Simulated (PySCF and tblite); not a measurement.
The numbers below are computed, except where a source is named.
C7H4O3, numbered as in [O:1]=[CH:2][C:3]1=[CH:4][C:5](=[O:6])[C:7](=[O:8])[CH:9]=[CH:10]1.

First level. Conformers came from 60 starts (ETKDG, MMFF94s, GFN2-xTB); geometries are GFN2-xTB. Free energies are B3LYP-D3(BJ)/def2-SVP (IEF-PCM, cyclohexane) single points with GFN2-xTB rigid-rotor and vibrational terms (modes under about 100 cm⁻¹ blended into free rotors). Symmetry numbers and mirror images are counted. Conformers within 3 kcal/mol (GFN2-xTB free energy) were kept, 7 at most. GIAO shieldings: B97-2/pcSseg-1 (IEF-PCM, cyclohexane). Shifts are against TMS (¹H), TMS (¹³C) at the same level. (PySCF 2.14, tblite 0.8.)

It gives, at 298.15 K, with 2 conformers (largest weight 98 %): ¹H: 9.98 (H2, 1H), 7.86 (H10, 1H), 6.52 (H9, 1H), 6.43 (H4, 1H) ppm. ¹³C: 195.4 (C2), 186.5 (C5), 181.9 (C7), 142.7 (C3), 139.0 (C10), 139.0 (C4), 134.8 (C9) ppm.

Second level: GFN2-xTB geometries, energies OPBE-D3(BJ)/6-31+G* (IEF-PCM, dimethylsulfoxide), shieldings PW91/pcSseg-1 (IEF-PCM, dimethylsulfoxide), on up to 4 of the same conformers.

Problem. How do the averaged shifts change?

Solution. 
```
signal  first  second  change (ppm)
    H2   9.98   10.34          0.36
    H4   6.43    6.14         -0.29
    H9   6.52    6.38         -0.14
   H10   7.86    7.93          0.07
    C2  195.4   204.0           8.5
    C3  142.7   140.5          -2.2
    C4  139.0   138.2          -0.7
    C5  186.5   195.1           8.6
    C7  181.9   186.1           4.2
    C9  134.8   136.6           1.8
   C10  139.0   144.2           5.1
```

The largest weight becomes 95 %.

Shifts are unscaled: against experiment ¹³C can be off by 15 ppm or more and ¹H by 0.8 ppm.


Conformer gaps in def2-SVP on xTB geometries can be 2 kcal/mol too large for S=O, P=O and other polar bonds.